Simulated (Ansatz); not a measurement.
Ligand exchange: C2H5BrMg + C3H5F → C2H5FMg + C3H5Br

Species: C2H5BrMg `C[CH2][Mg][Br]`, singlet; C3H5F (allyl fluoride) `C=CCF`, singlet; C2H5FMg `C[CH2][Mg][F]`, singlet; C3H5Br `C=CCBr`, singlet. The partners trade Br for F: Mg–Br and C–F bonds give way to Mg–F and C–Br.

Shapes, held fixed at every level: PBE0-D4/def2-TZVP. Flexible molecules stand in one conformer, not always the lowest. Programs: Ansatz 0.2.0. Electronic energies: no zero-point or thermal term.

```csv
level,kind,ΔE (kJ/mol),less CCSD(T)/def2-TZVPP
HF/def2-TZVPP,Hartree–Fock,+34.8,+37.0
PBE-D4/def2-TZVPP,GGA,-6.3,-4.1
r2SCAN-D4/def2-TZVPP,meta-GGA,+3.3,+5.5
B3LYP-D4/def2-TZVPP,global hybrid,-3.4,-1.2
PBE0-D4/def2-TZVPP,global hybrid,+4.1,+6.3
MP2/def2-TZVPP,perturbation theory,-13.7,-11.5
CCSD/def2-TZVPP,coupled cluster or CI,+2.0,+4.2
CCSD(T)/def2-TZVPP,coupled cluster or CI,-2.2,0.0
```

The highest level, CCSD(T)/def2-TZVPP, gives ΔE = -2.2 kJ/mol; the levels span -13.7 to +34.8. That is about zero within the method's error. They disagree on the sign: 4 of 8 are positive. The column of differences is taken from that level and isn't an error. No measured value is set beside it here. Relativity is left out for Br. Outer-core shells of Br, Mg are correlated, in sets that cover them unevenly.
